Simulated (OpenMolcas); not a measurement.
## Os5+ in a ligand field

Os5+ with 6 ligands (fluoride) in octahedral coordination (Oh) at 1.89 Å. A charge of +0.167 e stands 2.4 Å behind each ligand. Ligand basis ANO-RCC-VDZP.

* Program: OpenMolcas 26.06
* Method: SS-CASPT2, IPEA 0.25 Eh, imaginary shift 0.1 Eh (closed shells correlated: 5s 5p and the ligand valence shells)
* Basis: ANO-RCC-VTZP [8s7p5d3f2g1h]
* Scalar Hamiltonian: DKH2, point nucleus
* Active space: 3 electrons in 5 orbitals (5d)
* State averaging: 2S+1 = 4 even, 10 roots; 2S+1 = 2 even, 40 roots
* Spin-orbit coupling: RASSI with atomic mean-field integrals over the reference wave functions

The lowest spin-free states (labels of O, the rotations of Oh), above the lowest:

```csv
State,Degeneracy,E (cm-1)
4A2,1,0
2T1,3,9620
2E,2,9910
2T2,3,16560
4T2,3,40580
2A1,1,46470
4T1,3,46560
2S+1 = 2,3,48450
2S+1 = 2,3,48640
2E,2,49730
2S+1 = 2,3,51910
2S+1 = 2,3,54950
2A2,1,55150
2E,2,64800
4T1,3,82600
2S+1 = 2,3,88140
2S+1 = 2,3,88960
2S+1 = 2,3,91170
2T2,3,101920
2E,2,132360
```

The lowest levels with spin-orbit coupling:

```
E (cm-1)  Degeneracy  Label      2S+1               g
       0           4     Γ8         4                
    8860           4     Γ8         2                
   10490           4     Γ8         2                
   10940           2                2  0.30 0.30 0.30
   18450           2                2  1.87 1.87 1.87
   20290           4     Γ8         2                
   40240           2                4  2.51 2.51 2.51
   40810           4     Γ8         4                
   41480           4     Γ8  4 (90 %)                
   42490           2         4 (89 %)  2.15 2.15 2.15
   44970           2         2 (53 %)  2.64 2.64 2.64
   46620           4     Γ8  2 (55 %)                
   47290           2         2 (57 %)  0.88 0.88 0.88
   48690           2         2 (73 %)  0.06 0.06 0.06
   49300           4     Γ8  4 (88 %)                
   50020           4     Γ8  2 (54 %)                
   50690           2         4 (54 %)  0.59 0.59 0.59
   51210           2         2 (66 %)  1.45 1.45 1.45
   51940           4     Γ8  2 (86 %)                
   53380           4     Γ8         2
```

Powder χT (cm3 K/mol): 1.31 at 2 K, 1.31 at 10 K, 1.31 at 50 K, 1.31 at 100 K, 1.31 at 200 K, 1.32 at 300 K. The effective moment at 300 K is 2.828 √(χT) = 3.25 μB.

The lowest level has 2S+1 = 4, for which the spin-only value is χT = S(S+1) / 2 = 1.875 cm3 K/mol (g = 2). The computed 1.319 at 300 K differs by -0.556, through orbital momentum, spin-orbit coupling and any other state in reach.

Roots that are degenerate in the reference are averaged as groups; the widest CASPT2 spread within a group is 1500 cm-1 (the 3-fold group of multiplicity 2 near 102000 cm-1 above the lowest state of its run). Shifts and gaps below about the spread of the groups concerned are not significant. Over all roots computed the reference weight is 0.67 to 0.69; a low but even weight reflects the number of correlated electrons. The least metal-like active orbital is 69 % on the metal (Löwdin) and no ligand orbital is active, so the numbers are rough. Ligand-to-metal charge-transfer states are missing. With no ligand orbital active B as a rule stays too high, so bands that hang on it stand too high and its fall with covalency is understated. With one d shell and no ligand orbital active, 10Dq can be off by a tenth or more. No measured value stands beside these numbers; the geometry is a model, was not optimised and need not be the one that this ion takes.
